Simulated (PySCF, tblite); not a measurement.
Isomers of C3H5FN2Si. Computed with GFN2-xTB (tblite): harmonic, unscaled wavenumbers at the GFN2-xTB geometry, gas phase. Against measured fundamentals such values can be off by several per cent, at times by over 20. Modes of hydrogen on silicon can be 10 to 20 % off. One conformer each.

Electronic energies: PBE0/pcSseg-1 single points on the GFN2-xTB geometries (PySCF, gas phase).

```tsv
SMILES	electronic energy, lowest = 0 (kcal/mol)
N#C[C@@H](F)/C=N\[SiH3]	75.1
F[SiH2]c1c[nH]cn1	0.0
Fc1cnn([SiH3])c1	52.9
```

**Question.** How do GFN2-xTB zero-point energies change the relative energies?

**Answer.** 
```csv
SMILES,ZPE (kcal/mol),of it from modes above 1550 cm⁻¹,electronic (kcal/mol),"with ZPE, lowest = 0 (kcal/mol)",lowest mode (cm⁻¹),rings
F[SiH2]c1c[nH]cn1,49.1,20.6,0.0,0.0,41,1
Fc1cnn([SiH3])c1,47.0,21.3,52.9,50.7,11i,1
N#C[C@@H](F)/C=N\[SiH3],44.9,24.1,75.1,70.9,37,0
```

The zero-point energies span 4.2 kcal/mol, from `N#C[C@@H](F)/C=N\[SiH3]` to `F[SiH2]c1c[nH]cn1`. Slightly imaginary modes are left out of the zero-point energy: `Fc1cnn([SiH3])c1` 11.0i cm⁻¹. The order is unchanged.

**Question.** And how do the electronic energies of GFN2-xTB itself compare?

**Answer.** `F[SiH2]c1c[nH]cn1` 0.0; `Fc1cnn([SiH3])c1` 33.0; `N#C[C@@H](F)/C=N\[SiH3]` 75.3 kcal/mol, lowest = 0. Against the energies above, taken from the same isomer `F[SiH2]c1c[nH]cn1`, the largest difference is 19.9 kcal/mol.
